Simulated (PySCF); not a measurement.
A GIAO shielding run with PySCF 2.14 (density fitting, non-relativistic, gas phase) on SMILES C=C(C)C(=C)C(=O)O, C₆H₈O₂:

```
{"job": {"kind": "nmr", "xc": "PBE0", "basis": "pcSseg-1"}, "charge": 0, "multiplicity": 1}
C     -0.673186     1.634109    -0.905369
C     -0.549560     0.584118    -0.106036
C     -1.712408    -0.061795     0.584706
C      0.779943     0.003229     0.175224
C      1.788027     0.711363     0.682107
C      1.023060    -1.428434    -0.141459
O      1.964807    -2.069903     0.250215
O      0.094083    -1.953767    -0.954896
H      0.176846     2.075178    -1.397057
H     -1.632924     2.074799    -1.114186
H     -1.865064    -1.069690     0.203933
H     -2.619664     0.514175     0.424170
H     -1.519715    -0.132454     1.654817
H      2.743883     0.249848     0.865644
H      1.677660     1.754067     0.924184
H      0.316613    -2.875898    -1.157406
```

Hardware: 1 thread of an x86-64 server CPU, shared host. The job also computes population analyses, field gradients.

Task: How large is the calculation?

Result: 60 electrons, 176 basis functions and 908 auxiliary functions.

Task: How long does it take?

Result: 26 s of wall time, with 15 SCF cycles and 5 response iterations. Times on a shared host scatter by some tens of per cent.
